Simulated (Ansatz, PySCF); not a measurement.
Gas-phase reaction in SMILES: CCCO + 2 C (CH4) -> 2 CC (C2H6) [ethane] + CO (CH4O)
Structures are relaxed separately at B3LYP-D3(BJ)/def2-TZVP in Ansatz (an electronic-structure program), one conformer each, not searched for the lowest.

Property: bond separation energy (enthalpy at 298 K, with B3LYP-D3(BJ) rigid-rotor harmonic-oscillator terms from PySCF), in kcal/mol. Correlated levels leave the core frozen unless marked. Spin-orbit coupling is left out. Non-relativistic. Basis-set limits of correlation are two-point, X^-3; Hartree-Fock from the larger set. [CCSD(T)-MP2]/basis is that difference in the basis named.

From measured enthalpies of formation at 298 K: 8.6 kcal/mol (CCCO -61.0, CRC Handbook; C (CH4) -17.8, ATcT 1.112; CC (C2H6) -20.0, ATcT 1.112; CO (CH4O) -48.0, ATcT 1.112). It holds spin-orbit effects, and any other conformers, which the calculations lack, and core correlation, which the frozen-core levels lack. This is an older compilation, not checked against later work.

```csv
level,program,bond separation energy (kcal/mol),error against measurement
PBE0/def2-QZVPP,Ansatz,6.9,-1.7
TPSSh-D4/def2-TZVPD,PySCF + dftd4,6.8,-1.8
CAM-B3LYP-D4/def2-TZVPD,Ansatz + dftd4,7.6,-1.0
LC-wPBE/def2-TZVPD,Ansatz,6.9,-1.7
MP2/cc-pVDZ,Ansatz,8.0,-0.6
RI-MP2/aug-cc-pVTZ,Ansatz,8.6,0.0
SCS-MP2/cc-pwCVTZ,Ansatz,7.8,-0.8
CCSD/6-31G*,Ansatz,7.6,-1.0
CCSD(T)/STO-3G,Ansatz,3.9,-4.7
"RI-MP2/CBS(cc-pVTZ,cc-pVQZ)+[CCSD(T)-MP2]/cc-pVTZ",Ansatz,8.2,-0.4
```
